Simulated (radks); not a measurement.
Coulomb parameter of the 3d shell of neutral titanium in the model configuration [Ar] 3d0.5 4s2 4p1.5, as a second difference U = [E(n + 0.5) + E(n - 0.5) - 2 E(n)] / (0.5)^2 with all orbitals relaxed. "Bare": the charge of the atom changes with n. "Screened": the 4p shell takes up the change at fixed total charge, which measures U(3d,3d) + U(4p,4p) - 2 U(3d,4p). Method: scalar-relativistic Kohn-Sham, r2SCAN, spin-unpolarised, spherical densities, finite nucleus; meta-GGA in the generalised Kohn-Sham scheme; Fermi nuclear charge, rms radius 3.5921 fm; computed with a radial shooting solver on a logarithmic mesh with Libxc functionals.

| case | configuration | E - E(n) (eV) |
|---|---|---|
| start | [Ar] 3d0.5 4s2 4p1.5 | 0.000 |
| bare +0.5 | [Ar] 3d1 4s2 4p1.5 | -4.582 |
| bare -0.5 | [Ar] 4s2 4p1.5 | 7.555 |
| screened +0.5 | [Ar] 3d1 4s2 4p1 | -3.854 |
| screened -0.5 | [Ar] 4s2 4p2 | 5.065 |

U(bare) = 11.892 eV, U(screened by 4p) = 4.846 eV, against the Slater integral F0(3d,3d) = 19.217 eV with frozen orbitals. The step up makes a negative ion, whose loosely bound charge lowers the bare value.
